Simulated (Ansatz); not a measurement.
Frontier orbitals of `S[SiH](Cl)Cl`.

```json
{"atom": "S1", "x (Å)": "-0.738", "y (Å)": "0.806", "z (Å)": "1.333"}
{"atom": "Si2", "x (Å)": "-0.042", "y (Å)": "-0.253", "z (Å)": "-0.358"}
{"atom": "Cl3", "x (Å)": "-1.607", "y (Å)": "-0.311", "z (Å)": "-1.657"}
{"atom": "Cl4", "x (Å)": "1.557", "y (Å)": "0.670", "z (Å)": "-1.231"}
{"atom": "H5", "x (Å)": "0.449", "y (Å)": "0.719", "z (Å)": "1.962"}
{"atom": "H6", "x (Å)": "0.380", "y (Å)": "-1.631", "z (Å)": "-0.049"}
```

Total charge 0; spin multiplicity 1. All single points use the PBE0-D4/def2-TZVP geometry. It is one conformer, not always the lowest. Basis def2-TZVPP, Ansatz 0.2.0.

Orbital energies of one run (eV). Highest occupied ones, from the top: -8.29, -9.39, -9.74, -10.05, -10.16, -11.04, -11.94, -12.12, -12.88, -15.46, -21.60, -23.90, -24.63, -103.55. Empty: 0.00, 0.36, 0.64, 0.77, 1.85, 3.92.

Task: Which functional gave them?
A. r2SCAN0
B. BHLYP
C. LC-ωPBE
D. LDA (SPW92)

Result: A. HOMO energies: r2SCAN0 -8.29, LDA (SPW92) -6.96, LC-ωPBE -10.86, BHLYP -9.19 eV.

LC-ωPBE has ω = 0.4 bohr⁻¹.
